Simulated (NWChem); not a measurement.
System: PbNH3, singlet; SMILES [PbH][NH2]

Computed with NWChem. Low-valent species are run as closed-shell singlets; no triplet was tried in these runs. def2 effective core potentials on Pb; no spin-orbit coupling. The level has its own optimisation; frequencies are unscaled.

Q: What does the run give for PBE/def2-SVP? Quantities: r H–Pb (Å); r N–Pb (Å); r H–N (Å); highest harmonic frequency (cm⁻¹); lowest (cm⁻¹); zero-point energy (kcal/mol).

A: 
- r H–Pb (Å): 1.885
- r N–Pb (Å): 2.157
- r H–N (Å): 1.024
- highest harmonic frequency (cm⁻¹): 3583
- lowest (cm⁻¹): 331
- zero-point energy (kcal/mol): 17.9
